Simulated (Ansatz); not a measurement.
Ansatz (a first-principles code) input:

Ansatz 0.2 input:
```yaml
crystal:
  periodic: [false, false, false]
  atoms:
    - {symbol: Mn, position_ang: [-0.20061382, -0.16836485, 0.30226778]}
    - {symbol: Cl, position_ang: [0.88216500, 0.78708165, -1.35917739]}
    - {symbol: O, position_ang: [-1.02753334, -1.04127024, 1.66309477]}
    - {symbol: H, position_ang: [-1.76119258, -0.84110490, 2.24456298]}
basis:
  gaussian:
    orbitals: def2-SVPD
magnetization: {spin_polarized: true, initial_magnetization: 5}
correlation: {method: ccsd_t, electrons: outside_noble_gas}
output: {forces: true}
```

Which total energy does the run end on?

-1685.04525 Eh (CCSD(T)/def2-SVPD). The basis has 92 functions.

The spin state was set by rule; other spins were not relaxed.
